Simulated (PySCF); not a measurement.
Compound: W(CH)Me3, C₄H₁₀W (singlet state).
Bonds: W1–C2, W1–C4, W1–C8, W1–C12. Hydrogens: H3 on C2; H5, H6, H7 on C4; H9, H10, H11 on C8; H13, H14, H15 on C12.

The calculation used PySCF 2.14.0, PBE0-D3(BJ)/def2-SVP geometry optimisation, gas phase, def2 core potentials past Kr.

Question: What internal coordinates does the optimisation give?

Answer: 
| bond | length (bohr) |
| --- | --- |
| W1–C2 | 3.298 |
| W1–C4, W1–C8, W1–C12 | 3.982 |
| C2–H3 | 2.066 |
| C4–H5 and 8 like bonds | 2.089 |

Bonds in one row agree within 0.02 bohr and their mean is given. A selection of angles:
| angle | degrees |
| --- | --- |
| C2–W1–C4 | 102.6 |
| C4–W1–C8 | 115.7 |
| W1–C2–H3 | 179.9 |
| W1–C4–H5 | 109.8 |
| W1–C4–H6 | 113.0 |
| H5–C4–H6 | 109.0 |
| H6–C4–H7 | 106.8 |

W1 (tungsten bonded to 4 C) is distorted tetrahedral (angles from 102.5° to 115.7°). The C–W distances run from 1.745 Å (W1–C2) to 2.108 Å (W1–C4), a spread of 0.363 Å.

Point group: near C3v, missed by 0.25 Å at most; the miss may be what the optimiser left on a soft mode (C3 holds within 0.08 Å). Stationary, but not proved a minimum.

The run took 81 s on an Arm Neoverse V2 with one thread, shared host, and the process peaked at 0.58 GiB of memory. This is the geometry optimisation.
